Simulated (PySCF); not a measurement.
C2Ti, SMILES [C]1[C][Ti]1 (connectivity only; charge and spin as stated), neutral, multiplicity 3. Geometry optimised at B3LYP-D3(BJ)/def2-TZVP. The multiplicity is an assumed one; other spin states were not compared.

These are PySCF with B3LYP-D3(BJ)/def2-TZVP values and carry that method's errors.

Harmonic wavenumbers (cm⁻¹): 150, 581, 1706. Rotational constants (GHz): 51.10, 8.963, 7.625; symmetry number 2.

Task: Work out the zero-point energy and the ideal-gas rigid-rotor harmonic-oscillator thermochemistry at 298.15 K and 1 atm.

Result: ZPE = ½ Σ hcν = ½ × 2437 cm⁻¹ = 14.58 kJ/mol. H − E(el) = 26.64 kJ/mol. Entropy in J/(mol K): translation 162.06, rotation 86.48, vibration 13.23, spin 9.13, total 270.91. G − E(el) = -54.13 kJ/mol. Cp = 45.85 J/(mol K). Modes under 150 cm⁻¹ make the vibrational entropy uncertain.
